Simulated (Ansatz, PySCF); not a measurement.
Nb(O)(F)2(OH) (F2HNbO2), SMILES [O]=[Nb]([OH])([F])[F], multiplicity 1. Atoms are numbered in the order given.

```xyz
6

Nb     0.0190    -0.0168     0.0101
O      0.9674     0.4115    -1.3323
F      1.0278     0.2719     1.5647
F     -0.4784    -1.8166    -0.1658
O     -1.5111     1.0823     0.0155
H     -1.8304     1.7896    -0.5602
```

Geometry: B3LYP-D3(BJ)/def2-SVP. The spin state was assumed, not searched. The structure was generated by enumeration; whether it is a known compound was not checked. The def2 effective core potentials stand for the cores of Nb; spin–orbit coupling is left out. One conformer was computed; it need not be the lowest.

Two levels are set side by side: PBE-D3(BJ)/def2-SVP (Ansatz, an electronic-structure program) and B3LYP-D3(BJ)/def2-SVP (Ansatz). Each level has its own optimised geometry; the coordinates shown are those of the second. Frequencies come from the Hessian of PySCF at each geometry. Differences are taken from unrounded values.

| quantity | B3LYP-D3(BJ) |
|---|---|
| mean bond length (Å) | 1.660 |
| bond Nb1–O2 (Å) | 1.698 |
| bond Nb1–F3 (Å) | 1.876 |
| bond Nb1–F4 (Å) | 1.876 |
| bond Nb1–O5 (Å) | 1.884 |
| bond O5–H6 (Å) | 0.966 |
| highest harmonic wavenumber (cm⁻¹) | 3865 |
| mean harmonic wavenumber (cm⁻¹) | 756 |
| zero-point energy (kcal/mol) | 12.97 |

**Question.** What does PBE-D3(BJ) give, and how far is it from B3LYP-D3(BJ)? (The exact figures need the calculation; the answer reports its results.)

**Answer.** 
```
quantity                            PBE-D3(BJ)  PBE-D3(BJ) minus B3LYP-D3(BJ)
----------------------------------  ----------  -----------------------------
mean bond length (Å)                     1.668                          0.008
bond Nb1–O2 (Å)                          1.710                          0.012
bond Nb1–F3 (Å)                          1.881                          0.006
bond Nb1–F4 (Å)                          1.881                          0.006
bond Nb1–O5 (Å)                          1.893                          0.009
bond O5–H6 (Å)                           0.974                          0.008
highest harmonic wavenumber (cm⁻¹)        3761                           -105
mean harmonic wavenumber (cm⁻¹)            736                            -20
zero-point energy (kcal/mol)             12.63                          -0.34
```

GGA bonds tend to be longer and softer than those of functionals with exact exchange. Differences between two approximate levels are no errors against the true value.
